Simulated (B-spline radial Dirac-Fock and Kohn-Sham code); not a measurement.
Method: Dirac-Hartree-Slater photoionisation with all multipoles and Dirac-Fock thresholds. Computed with a radial B-spline solver. Kinetic energies are from the vacuum level. Open shells are spread statistically over j, without multiplet splitting. Without correlation, outer binding energies are uncertain by a few eV, most for open f shells.

Question: A free atom or ion in its tabulated ground configuration is ionised with 638 eV photons and gives these photoelectron lines. Identify it and assign the lines.

| kinetic energy (eV) | relative cross section |
| --- | --- |
| 508.7 | 42.7 |
| 553.2 | 50.8 |
| 555.3 | 100.0 |
| 624.5 | 28.6 |
| 624.8 | 42.1 |
| 630.7 | 2.5 |

Answer: Ni, [Ar] 3d8 4s2. Binding energies are hν less the kinetic energy: 3s 129.3 eV, 3p1/2 84.84 eV, 3p3/2 82.67 eV, 3d3/2 13.47 eV, 3d5/2 13.20 eV, 4s 7.34 eV.

Run: 4.0 s of CPU time on 1 thread of Neoverse-V1 (shared host), peak memory 0.37 GiB.
